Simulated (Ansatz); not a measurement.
```yaml
crystal:
  periodic: [true, true, true]
  atoms:
    - {symbol: Ga, position_ang: [-1.573250, 0.163810, 1.536935]}
    - {symbol: C, position_ang: [0.182456, 0.528016, 0.763371]}
    - {symbol: C, position_ang: [1.056095, -0.673770, 0.309030]}
    - {symbol: C, position_ang: [0.617425, -0.884865, -1.157615]}
    - {symbol: Ge, position_ang: [-0.057209, 0.965291, -1.167968]}
    - {symbol: H, position_ang: [-2.355386, 1.305220, 2.282124]}
    - {symbol: H, position_ang: [-2.230987, -1.254215, 1.341315]}
    - {symbol: H, position_ang: [0.701333, 1.296276, 1.338643]}
    - {symbol: H, position_ang: [0.954611, -1.572498, 0.926457]}
    - {symbol: H, position_ang: [2.112989, -0.391193, 0.336889]}
    - {symbol: H, position_ang: [-0.221947, -1.579273, -1.235399]}
    - {symbol: H, position_ang: [1.396155, -1.194786, -1.852301]}
    - {symbol: H, position_ang: [0.894879, 2.050808, -1.707444]}
    - {symbol: H, position_ang: [-1.477173, 1.241159, -1.714058]}
basis:
  gaussian: {orbitals: 6-31G}
hamiltonian: {xc: {name: LC-wPBE}}
accuracy: high
output: {forces: true}
```

```sh
$ ansatz run in.yaml --threads 2 --pin off --events-out ev --progress --plain --max-ram 22528MiB --backend cpu
```

Shortened log:

```
Error: YAML parse error: error: line 2 column 3: crystal: missing field `lattice` (a structure is typed as `lattice` and `atoms`, a molecule's as `atoms` in Å alone, or read from a run's directory, `checkpoint`)
 --> <input>:2:3
1 | crystal:
2 |   periodic: [true, true, true]
3 |   atoms:
4 |     - {symbol: Ga, position_ang: [-1.573250, 0.163810, 1.536935]}
```

(1) What is wrong with this run?

Answers

(1) The molecule is marked periodic without a cell. The program refused the input.
